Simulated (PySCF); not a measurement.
CH7F2NSi2, SMILES C[SiH2]N[SiH](F)F.

Geometry optimised at B3LYP-D3(BJ)/def2-SVP. The structure was generated by enumeration, and PubChem lists no compound with its InChIKey, so it may never have been made. One conformer was computed; it need not be the lowest.

Two levels are set side by side: TDDFT-PBE/def2-SVPD (PySCF) and TDDFT-PBE0/def2-SVPD (PySCF). Vertical, same geometry. The lowest singlet is HOMO→LUMO 99 % with PBE and HOMO→LUMO 93 % with the other functional; states are paired by order. Differences are taken from unrounded values.

| quantity | TDDFT-PBE |
|---|---|
| lowest singlet excitation (eV) | 6.31 |
| lowest triplet excitation (TDA) (eV) | 6.03 |

Q: These are the TDDFT-PBE values. What does TDDFT-PBE0 give? (Estimate from the structure and the level; the computed values follow.)

A: 
```json
[
 {"quantity": "lowest singlet excitation (eV)", "TDDFT-PBE0": "6.98", "TDDFT-PBE minus TDDFT-PBE0": "-0.67"},
 {"quantity": "lowest triplet excitation (TDA) (eV)", "TDDFT-PBE0": "6.62", "TDDFT-PBE minus TDDFT-PBE0": "-0.59"}
]
```

A lower first singlet is the usual sign of a functional without exact exchange. Differences between two approximate levels are no errors against the true value.

Rough cost on one machine, each run with all the roots and properties that it gave: TDDFT-PBE0 against TDDFT-PBE about 4 times.
